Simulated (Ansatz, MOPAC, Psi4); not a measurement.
Interaction energy of H6Si2 ··· CH4O (SMILES [SiH3][SiH3] and CO). Monomers: optimised at B3LYP-D3(BJ) (def2-TZVP), held rigid. Orientation: lowest of the rigid-body minima from ten starts at GFN2-xTB. Only R, the distance of the centres of mass, is varied, so the lowest point isn't the relaxed dimer. The table gives interaction energies.

```
R / Å      A      B      C
-----  -----  -----  -----
3.01   22.28  26.78   9.37
3.23    6.39  11.72  -1.64
3.39   -0.54   5.59  -5.41
3.59   -5.20   1.31  -7.28
3.77   -6.73  -0.62  -7.46
4.09   -6.12  -1.79  -6.33
4.36   -4.49  -1.81  -5.01
4.87   -2.04  -1.29  -2.95
5.56   -0.69  -0.68  -1.39
6.60   -0.20  -0.27  -0.50
7.85   -0.07  -0.11  -0.18
```

Energies in kJ/mol.

### Question
Assign the columns to these levels of theory: Ansatz (a quantum-chemistry and plane-wave program) with CCSD on RHF/aug-cc-pVDZ, frozen core, counterpoise-corrected; HF/aug-cc-pVTZ, counterpoise-corrected in Psi4; PM7, restricted, heats of formation run with MOPAC 23.2.5.

### Answer
A is PM7; B is HF/aug-cc-pVTZ; C is CCSD/aug-cc-pVDZ.
